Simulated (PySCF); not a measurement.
CH7NOSi3, SMILES N1[Si@H](O)[SiH2]C=1[SiH3]. Geometry optimised at PBE-D3(BJ)/def2-SVP. The structure was generated by enumeration; whether it is a known compound was not checked. One conformer was computed; it need not be the lowest.

**Question.** Give the equilibrium geometry at PBE-D3(BJ)/def2-SVP (PySCF confirms it by a frequency run) as a Z-matrix. (The exact figures need the calculation; the answer reports its results.)

**Answer.** One answer among several that fit: 
```
C
N 1 1.3064
Si 2 1.8253 1 102.33
O 3 1.6761 2 116.64 1 127.46
H 4 0.9734 3 115.78 2 94.69
H 3 1.5092 4 109.87 5 -27.91
Si 1 1.9090 2 122.07 3 171.67
H 7 1.5017 1 111.87 2 -0.21
H 7 1.5066 8 110.34 1 -121.14
H 7 1.5071 8 110.18 9 -118.75
Si 1 1.9620 2 108.43 3 -11.12
H 11 1.5084 1 109.57 2 -100.63
H 11 1.5121 12 107.85 1 135.07
```
